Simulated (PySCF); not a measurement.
Excitation energy of Kr(2+) by level of theory

Kr(2+) [Ar] 3d10 4s2 4p4 (3P) → Kr(2+) [Ar] 3d10 4s2 4p3 4d1 (5D), as a difference of total energies. All numbers are calculated (PySCF 2.14, scalar relativity by spin-free X2C-1e, in aug-cc-pVDZ-DK (6s5p3d, 36 functions)). Correlated levels: valence: [Ar] 3d10 frozen. The calculations carry no spin-orbit coupling.

```
           method  excitation energy (cm⁻¹)
              UHF                    135890
    MP2 (valence)                    140490
SCS-MP2 (valence)                    140510
   CCSD (valence)                    140610
CCSD(T) (valence)                    140700
  CCSDT (valence)                    140720
```

A first-order spin-orbit estimate (lowest level to lowest level, LS coupling) adds 0.214 eV.

The promoted electron is Rydberg-like, and one or two diffuse shells describe it only roughly, which tends to raise the upper state.
